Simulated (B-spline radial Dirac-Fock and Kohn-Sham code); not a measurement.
Compton profile of Nd¹²⁺

System: neodymium as Nd¹²⁺ in the configuration [Kr] 4d10 5s2.

Input of the calculation (task.json; shells as n, l, electrons):

```json
{"items": [{
  "Z": 60,
  "q": 12,
  "cfg": [[1, 0, 2], [2, 0, 2], [2, 1, 6], [3, 0, 2], [3, 1, 6], [3, 2, 10], [4, 0, 2], [4, 1, 6], [4, 2, 10], [5, 0, 2]],
  "A": 142,
  "rrms": 4.9123,
  "do": ["scatter"],
  "s": [0.0, 0.05, 0.1, 0.15, 0.2, 0.25, 0.3, 0.35, 0.4, 0.45, 0.5, 0.6, 0.7, 0.8, 0.9, 1.0, 1.1, 1.2, 1.4, 1.6, 1.8, 2.0, 2.5, 3.0, 3.5, 4.0, 5.0, 6.0],
  "pz": [0, 0.1, 0.2, 0.3, 0.4, 0.5, 0.6, 0.8, 1.0, 1.2, 1.4, 1.6, 1.8, 2.0, 2.5, 3.0, 4.0, 5.0, 7.0, 10.0, 15.0, 20.0, 30.0, 40.0, 60.0, 100.0],
  "hv_scatter": [2000, 8047.8, 10000, 17479.3, 50000, 200000, 500000, 1000000]
}]}
```

Run with: `python xray_run.py task.json out`

Model: the impulse approximation on Dirac-Fock orbitals of the configuration average with a finite nucleus. Program: a B-spline atomic structure program. pz is in atomic units of momentum; subshell profiles are per electron, for a selection of subshells; open shells are spread over both j values by their weights.

```tsv
pz	J total	J 2s1/2	J 3p1/2	J 3d3/2	J 5s1/2
0.8	4.120	0.0468	0.0627	0.0430	0.228
1	3.944	0.0466	0.0626	0.0430	0.164
1.2	3.785	0.0464	0.0626	0.0430	0.113
1.4	3.646	0.0462	0.0625	0.0430	0.0792
1.6	3.525	0.0460	0.0624	0.0430	0.0601
1.8	3.413	0.0457	0.0622	0.0430	0.0517
2	3.301	0.0454	0.0620	0.0430	0.0495
2.5	2.986	0.0444	0.0612	0.0429	0.0478
3	2.616	0.0434	0.0598	0.0428	0.0369
4	1.907	0.0407	0.0552	0.0424	0.0119
5	1.422	0.0376	0.0482	0.0412	0.00572
7	0.9394	0.0304	0.0310	0.0361	0.00433
10	0.5833	0.0198	0.0111	0.0243	0.000790
15	0.2762	0.00747	0.00241	0.00889	0.000432
20	0.1447	0.00252	0.00216	0.00280	0.000172
30	0.05086	0.00115	0.00113	0.000301	1.63e-05
40	0.02256	0.00104	0.000400	4.31e-05	1.35e-05
60	0.006507	0.000462	5.47e-05	1.95e-06	6.50e-06
100	0.001030	7.24e-05	2.99e-06	< 1e-6	< 1e-6
```

Task: What is the peak value J(0), and which subshell contributes most to it?

Result: J(0) = 4.594. The 5s1/2 subshell gives the largest part, 19 %.

Mean momentum ⟨p⟩ by subshell (a.u.): 1s1/2 57.5, 2s1/2 20.5, 2p1/2 27.3, 2p3/2 25.3, 3s1/2 10.2, 3p1/2 12.2, 3p3/2 11.6, 3d3/2 13.9, 3d5/2 13.7, 4s1/2 5.23, 4p1/2 5.82, 4p3/2 5.60, 4d3/2 6.09, 4d5/2 6.01, 5s1/2 2.76.
